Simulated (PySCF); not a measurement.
## Electron correlation in F⁺ (fluorine, charge +1)

[He] 2s1 2p4 3s1, high-spin 5P determinant (an excited configuration). All numbers are calculated (PySCF 2.14, the non-relativistic Hamiltonian (point nucleus), in dyall-av3z (15s9p3d2f, 71 functions)). Frozen: 1s2; 6 electrons correlated; the 14 highest virtual orbitals of each spin left out.

```tsv
level	correlation energy (mhartree)
CCSD	-121.15
(T)	-2.96
CCSD(T)	-124.11
```

Diagnostics: T1 = 0.0039, D1 = 0.0091, largest double amplitude 0.119.

The outer electron is Rydberg-like, and this basis confines it to a smaller radius and binds it less than a complete one would.

Cost of the coupled-cluster step: roughly 5 core-seconds, for 6 correlated electrons.
